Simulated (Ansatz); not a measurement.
`CSB(O)F`, relaxed with RKS PBE0-D4/def2-TZVP in Ansatz 0.2.0 from a PBE-D4/def2-SVP geometry. The force threshold is 0.005 eV/Å; the program also tests the step.

The species carries charge 0 and has multiplicity 1.

Start:

```xyz
9

C     0.529    1.256   -0.658
S    -1.082    0.395   -0.808
B    -0.829   -0.995    0.328
O     0.346   -1.155    1.003
F    -1.837   -1.876    0.486
H     0.500    2.111   -1.360
H     0.682    1.631    0.372
H     1.363    0.583   -0.932
H     0.328   -1.950    1.568
```

| step | energy (eV) | largest force (eV/Å) | largest move (Å) |
| --- | --- | --- | --- |
| 1 | -17374.1744 | 0.599 | 0.000 |
| 2 | -17374.2055 | 0.245 | 0.021 |
| 3 (rejected) | -17374.2039 | 0.272 | 0.034 |
| 4 | -17374.2095 | 0.052 | 0.017 |
| 5 | -17374.2100 | 0.020 | 0.007 |
| 6 | -17374.2101 | 0.009 | 0.007 |
| 7 | -17374.2101 | 0.001 | 0.005 |
| 8 | -17374.2101 | 0.005 | 0.008 |

End:

```xyz
9

C     0.527    1.247   -0.659
S    -1.059    0.389   -0.809
B    -0.817   -0.987    0.324
O     0.335   -1.153    1.015
F    -1.819   -1.858    0.472
H     0.482    2.108   -1.325
H     0.686    1.587    0.362
H     1.347    0.598   -0.962
H     0.318   -1.931    1.581
```

Hardware: 4 threads of a server CPU on a shared host. Wall time 22 s, peak host memory 0.42 GiB.
